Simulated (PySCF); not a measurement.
SMILES [CH2]c1ccc(C)cc1, doublet, GFN2-xTB optimised geometry.

```
17

C      1.45     2.31     0.01
C      0.75     1.13     0.00
C     -0.68     1.11     0.00
C     -1.37    -0.08     0.00
C     -0.71    -1.31     0.00
C     -1.46    -2.60    -0.01
C      0.69    -1.31     0.00
C      1.40    -0.14     0.00
H      0.95     3.26     0.01
H      2.53     2.32     0.01
H     -1.21     2.05     0.00
H     -2.45    -0.06     0.00
H     -2.53    -2.43     0.13
H     -1.10    -3.26     0.78
H     -1.32    -3.11    -0.96
H      1.21    -2.25     0.00
H      2.48    -0.15     0.00
```

Density from PySCF 2.14.0 with unrestricted PBE0/def2-SVP at that geometry.

Minimum of the electron density along straight lines between bonded atoms, close to the bond critical point (lines longer than 1.1 times the sum of covalent radii, or with two minima, are not listed):

| bond | length / Å | ρ at the minimum / e bohr⁻³ | ∇²ρ there / e bohr⁻⁵ | position (fraction from the first atom) |
|---|---|---|---|---|
| C1–C2 | 1.377 | 0.315 | -0.82 | 0.50 |
| C2–C3 | 1.423 | 0.292 | -0.72 | 0.50 |
| C3–C4 | 1.370 | 0.320 | -0.83 | 0.50 |
| C4–C5 | 1.397 | 0.306 | -0.77 | 0.50 |
| C5–C6 | 1.495 | 0.257 | -0.61 | 0.51 |
| C5–C7 | 1.400 | 0.305 | -0.77 | 0.50 |
| C2–C8 | 1.424 | 0.292 | -0.72 | 0.50 |
| C7–C8 | 1.369 | 0.320 | -0.83 | 0.50 |
| C1–H9 | 1.075 | 0.284 | -1.08 | 0.63 |
| C1–H10 | 1.075 | 0.284 | -1.08 | 0.63 |
| C3–H11 | 1.080 | 0.283 | -1.07 | 0.63 |
| C4–H12 | 1.082 | 0.282 | -1.06 | 0.63 |
| C6–H13 | 1.087 | 0.277 | -1.02 | 0.63 |
| C6–H14 | 1.090 | 0.274 | -1.00 | 0.63 |
| C6–H15 | 1.091 | 0.273 | -0.99 | 0.63 |
| C7–H16 | 1.082 | 0.282 | -1.06 | 0.63 |
| C8–H17 | 1.080 | 0.283 | -1.07 | 0.63 |
